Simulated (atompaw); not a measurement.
# What one change does to a pseudopotential (P, PAW (atompaw))

* Element: P
* Generator: atompaw 4.2.0.5
* Type: PAW
* Functional: LDA (PW92)
* Relativity: scalar-relativistic
* Frozen core: [Ne]
* Valence charge: 5
* Reference configuration: 3s2 3p1 (charge +2)
* Partial waves: 3s (bound): rc 1.65 bohr; 3s channel at -1.75 Ry: rc 1.65 bohr; 3p (bound): rc 1.60 bohr; 3p channel at -1.35 Ry: rc 1.65 bohr
* Local potential: ultrasoft scheme with l = 2 at 0 Ry, radius 1.65 bohr
* Core correction: smooth core density matched at 1.25 bohr
* Augmentation charge: sinc compensation charge, radius 1.20 bohr; PAW radius 1.65 bohr; waves and projectors: custom rrkj vanderbiltortho

Change: functional PBE.

Cutoffs: the cutoffs (Ry, on a coarse ladder) from which the occupation-weighted sum of valence levels, in a spherical-Bessel basis at the reference potential, stays within 10 and 1 mRy of its value at 400 Ry; they do not see the model core or the augmentation charge, which bear on the density cutoff.

Task: What does the change do?

Result: The potential gets harder (12 Ry and 15 Ry → 12 Ry and 18 Ry); the bound ghost in p disappears; the range in which the p phases agree narrows (upper end at the end of the scan → 1.6).

```tsv
quantity	base	changed
cutoff, loose	12 Ry	12 Ry
cutoff, tight	15 Ry	18 Ry
bound ghosts	p	none
s: phases at 1.66 bohr within 0.05 rad from the reference energy up to (Ry; the scan ends near 5)	5.0	to the end of the scan
p: phases at 1.66 bohr within 0.05 rad from the reference energy up to (Ry; the scan ends near 5)	to the end of the scan	1.6
lowest overlap eigenvalue by channel	s 0.42, p 0.37	s 0.43, p 0.38
```

 A true bound ghost makes a file unfit for plane-wave use even where its test errors are small: the radial tests pick states by their node count and pass the ghost by. The cutoffs see the waves, projectors and local potential, not the compensation charge or the core.
